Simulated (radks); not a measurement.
The numbers below are computed, except where a source is named.
Question: The table gives one normalised radial function P(r) = r R(r) (large component) of I+ in [Kr] 4d10 5s2 5p4 (r in bohr). Code: a radial shooting solver on a logarithmic mesh with Libxc functionals. Model: Dirac Kohn-Sham, Slater X-alpha with alpha = 0.601, spin-unpolarised, spherical densities, point nucleus; open shells fill j = l - 1/2 first.

r	P
0.001095	0.0003
0.001264	0.0004
0.00146	0.0006
0.001686	0.0007
0.001947	0.0010
0.002249	0.0013
0.002577	0.0017
0.002976	0.0022
0.003437	0.0029
0.003969	0.0037
0.004584	0.0049
0.005294	0.0063
0.006114	0.0082
0.007061	0.0107
0.008154	0.0137
0.009417	0.0176
0.01088	0.0224
0.01256	0.0284
0.01439	0.0353
0.01662	0.0441
0.01919	0.0546
0.02217	0.0667
0.0256	0.0804
0.02956	0.0954
0.03414	0.1111
0.03943	0.1265
0.04554	0.1399
0.05259	0.1494
0.06074	0.1525
0.07014	0.1461
0.08101	0.1277
0.09281	0.0974
0.1072	0.0510
0.1238	-0.0083
0.143	-0.0754
0.1651	-0.1418
0.1907	-0.1956
0.2202	-0.2237
0.2543	-0.2143
0.2937	-0.1610
0.3392	-0.0657
0.3917	0.0586
0.4524	0.1885
0.5225	0.2944
0.5986	0.3459
0.6913	0.3297
0.7983	0.2353
0.922	0.0746
1.065	-0.1267
1.23	-0.3357
1.42	-0.5197
1.64	-0.6526
1.894	-0.7196
2.188	-0.7184
2.526	-0.6580
2.918	-0.5558
3.343	-0.4400
3.86	-0.3164
4.458	-0.2075
5.149	-0.1230
5.946	-0.0651
6.867	-0.0303
7.931	-0.0122

Which n and l does it have? It may be an empty orbital.

Answer: n = 5, l = 1: the number of nodes gives n - l - 1 = 3, the rise at small r points to l (this Dirac orbital starts as r^gamma with gamma = sqrt((l + 1)^2 - (Z/c)^2) = 1.96; the j = 3/2 orbital of l + 1 starts with the same power, but with a smaller coefficient, and then steepens), and the extent must fit the shell. The curve is that of 5p3/2; the two j differ most near the nucleus, where j = l - 1/2 has the larger amplitude, and in heavy atoms j = l - 1/2 is also the more compact. 5p3/2: eigenvalue -13.117 eV, 3 radial nodes at r = 0.121, 0.367, 0.975 bohr, <r> = 2.41 bohr, 90 % of the charge inside 3.60 bohr.
